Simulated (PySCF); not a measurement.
```xyz
4
charge 1 multiplicity 2, angstrom
B     0.8312    0.8312    0.0000
B    -0.7087    0.7087    0.0000
B    -0.8312   -0.8312    0.0000
B     0.7087   -0.7087    0.0000
```

Computed with PySCF, UPBE0, basis B def2-TZVP (no relativity, density fitting).

This geometry of [B4]+ is a stationary point at this level.

What is the point group?

D2h.

Is it a minimum?

Yes: all harmonic wavenumbers are real.

List the harmonic modes with their infrared intensities.


| symmetry | ω (cm⁻¹) | IR (km/mol) |
| --- | --- | --- |
| ag | 246 | 0.0 |
| b3u | 295 | 0.0 |
| b2u | 1083 | 17.7 |
| b3g | 1120 | 0.0 |
| ag | 1148 | 0.0 |
| b1u | 1215 | 14.0 |

Give the atomic charges and bond orders.


```
atom  Mulliken  Löwdin  polar tensor  spin (Mulliken)  Mayer order to B1
  B1      0.28    0.29          0.24             0.32                  –
B2,4      0.22    0.21          0.26             0.18               1.31
  B3      0.28    0.29          0.24             0.32               0.47
```
Other Mayer orders above 0.3: B–B 0.64, B–B 1.31 (×2).

In D2h the vibrations span 2ag + b3u + b2u + b3g + b1u. The ag, b3g modes carry no infrared intensity, as symmetry demands. With a centre of inversion only u modes can be infrared active and only g modes Raman active.

Only a few start shapes were tried, so a lower isomer may exist.
